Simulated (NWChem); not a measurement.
# C2H3BF2O; SMILES O=CCB(F)F

```xyz
9

O      0.0082     1.6658    -0.9876
C     -0.0035     1.6805     0.2250
C     -0.0078     0.4246     1.0732
B     -0.0007    -0.8450     0.1337
F     -1.1289    -1.4061    -0.2737
F      1.1334    -1.4040    -0.2597
H     -0.0118     2.6439     0.7786
H      0.8674     0.4583     1.7375
H     -0.8902     0.4568     1.7278
```
Atoms are numbered in this order, from 1.

All runs: NWChem. Medium grid unless said otherwise, to which SCAN and Minnesota functionals are sensitive. Structure relaxed at the B3LYP/6-31G* (spherical d) level. Hybrids' shares of exact exchange are those that their runs print; pure functionals count as 0. The functionals differ in more than this share.

```csv
row,share of exact exchange,orbital gap (eV)
PBE/def2-TZVP,0.00,3.99
BLYP/def2-TZVP,0.00,4.04
B3LYP/def2-TZVP,0.20,withheld
M06-2X/def2-TZVP,0.54,9.58
Hartree-Fock/def2-TZVP,1.00,15.17
```

### Question
Fit a straight line of the last column on the one before it, predict the withheld value, and compare with the run.

### Answer

1. Means of the 4 shown rows: x = 0.385, y = 8.195. Slope Σ(x − x̄)(y − ȳ)/Σ(x − x̄)² = 7.723/0.6987 = 11.05; intercept 3.941.
2. The shown rows scatter about the line by 0.195 (root mean square); the largest residual is -0.33, at M06-2X/def2-TZVP.
3. At x = 0.20 (B3LYP/def2-TZVP; inside the shown range) the line gives 6.15.
4. The run gives 6.30, +0.15 from the line, 0.8 times the scatter.
